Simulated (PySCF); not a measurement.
Compound: C9H8O.
Z-matrix (Å and degrees, PBE0-D3(BJ)/def2-SVP geometry), rows numbered from 1:
```
C 
O   1  1.3995
C   2  1.3494  1  119.00
C   3  1.4360  2  124.23  1     0.07
C   4  1.3799  3  121.64  2  -179.99
C   5  1.4278  4  122.34  3     0.00
C   6  1.3640  5  115.01  4    -0.00
C   3  1.3685  2  120.44  1  -179.91
C   8  1.5151  3  148.66  2    -0.06
C   9  1.3530  8   91.42  3  -179.96
H   1  1.1045  2  112.08  3   -61.29
H   1  1.1045  2  112.07  3    61.26
H   1  1.0976  2  106.60  3   179.98
H   4  1.0906  3  119.68  2     0.00
H   5  1.0928  4  118.53  3   180.00
H   6  1.0915  5  121.09  4  -179.99
H   9  1.0902  8  134.24  3     0.04
H  10  1.0901  7  134.71  6    -0.02
```

Computed with PBE0-D3(BJ)/def2-SVP geometry optimisation, gas phase in PySCF.

Masses are those of the commonest isotopes; rigid-rotor values at the optimised geometry. The values belong to one conformer with, in the numbering `[CH3:1][O:2][c:3]1[cH:4][cH:5][cH:6][c:7]2[c:8]1[CH:9]=[CH:10]2`, C1–O2–C3–C4 0°.

Question: What are A, B and C (MHz)?

Answer: Ia = 210.73, Ib = 415.71, Ic = 623.19 u·Å²; 505379 MHz·u·Å²/I gives A = 2398, B = 1216, C = 811.0 MHz.

Question: What kind of rotor is it?

Answer: An asymmetric top: κ = (2 × 1216 − 2398 − 811.0)/(2398 − 811.0) = -0.49.

Question: Is it planar, by Δ = Ic − Ia − Ib?

Answer: Not planar: Δ = Ic − Ia − Ib = -3.25 u·Å². For a rigid frame Δ = −2 Σ m c², so Σ m c² = 1.62 u·Å² lies off the ab plane, practically all of it from hydrogen. The atom farthest from that plane is 0.90 Å away.

Question: Give the other two planar moments, Paa and Pbb, and the rms extents of the mass along the axes.

Answer: Paa = Σ m a² = (Ib + Ic − Ia)/2 = 414.09 and Pbb = Σ m b² = (Ia + Ic − Ib)/2 = 209.10 u·Å². With the mass M = 132.06 u, the rms extents √(P/M) along a, b and c are 1.77, 1.26, 0.11 Å.

Question: Where do the levels up to J = 5 lie, in cm⁻¹?

Answer: Above 0(0,0):
J = 1: 1(0,1) 0.0676, 1(1,1) 0.1070, 1(1,0) 0.1205
J = 2: 2(0,2) 0.1999, 2(1,2) 0.2288, 2(1,1) 0.2693, 2(2,1) 0.3876, 2(2,0) 0.3905
J = 3: 3(0,3) 0.3918, 3(1,3) 0.4096, 3(1,2) 0.4902, 3(2,2) 0.5904, 3(2,1) 0.6042, 3(3,1) 0.8230, 3(3,0) 0.8234
J = 4: 4(0,4) 0.6388, 4(1,4) 0.6482, 4(1,3) 0.7805, 4(2,3) 0.8585, 4(2,2) 0.8957, 4(3,2) 1.0983, 4(3,1) 1.1010, 4(4,1) 1.4174, 4(4,0) 1.4175
J = 5: 5(0,5) 0.9387, 5(1,5) 0.9432, 5(1,4) 1.1353, 5(2,4) 1.1901, 5(2,3) 1.2650, 5(3,3) 1.4428, 5(3,2) 1.4532, 5(4,2) 1.7619, 5(4,1) 1.7623, 5(5,1) 2.1717, 5(5,0) 2.1717
Those of J = 1 are B + C, A + C and A + B.

Question: Predict some low-J microwave lines.

Answer: The dipole components are |μa| = 0.95 D, |μb| = 0.38 D, |μc| = 0.00 D; the mirror of this Cs structure is the ab plane, so μc vanishes by symmetry and there are no c-type lines. Intensities carry the squares of the components, which stand as 1.00 : 0.16 (a : b). Some lines, for components of 0.1 D or more:

```csv
type,branch,"J(Ka,Kc)",MHz,lower level (cm⁻¹)
b,Q,"1(1,0) ← 1(0,1)",1587,0.068
a,R,"1(0,1) ← 0(0,0)",2027,0.000
b,R,"4(2,2) ← 3(3,1)",2178,0.823
b,Q,"3(1,2) ← 3(0,3)",2950,0.392
b,R,"3(1,2) ← 2(2,1)",3078,0.388
a,R,"2(1,2) ← 1(1,1)",3649,0.107
b,Q,"3(2,2) ← 3(1,3)",5419,0.410
a,R,"3(1,3) ← 2(1,2)",5423,0.229
a,R,"3(0,3) ← 2(0,2)",5754,0.200
a,R,"3(2,2) ← 2(2,1)",6080,0.388
b,Q,"4(2,3) ← 4(1,4)",6304,0.648
b,Q,"3(3,0) ← 3(2,1)",6574,0.604
b,R,"4(0,4) ← 3(1,3)",6870,0.410
b,R,"4(1,4) ← 3(0,3)",7687,0.392
a,R,"4(3,1) ← 3(3,0)",8321,0.823
b,R,"3(3,1) ← 2(2,0)",12967,0.391
b,R,"4(3,2) ← 3(2,1)",14812,0.604
b,R,"4(4,1) ← 3(3,0)",17808,0.823
b,R,"4(4,0) ← 3(3,1)",17821,0.823
```

Question: Estimate the classical rotational partition function at 25 K, 200 K and 298.15 K.

Answer: Point group Cs, symmetry number σ = 1; q = (√π/σ)·√((kT/h)³/(ABC)), k/h = 20836.6 MHz/K: 13700 at 25 K, 310000 at 200 K, 564000 at 298.15 K.

No frequency check. Constants of a rigid frame at the computed geometry: no zero-point averaging, no centrifugal distortion. A rigid rotor knows nothing of internal rotation, which can split or shift real lines.
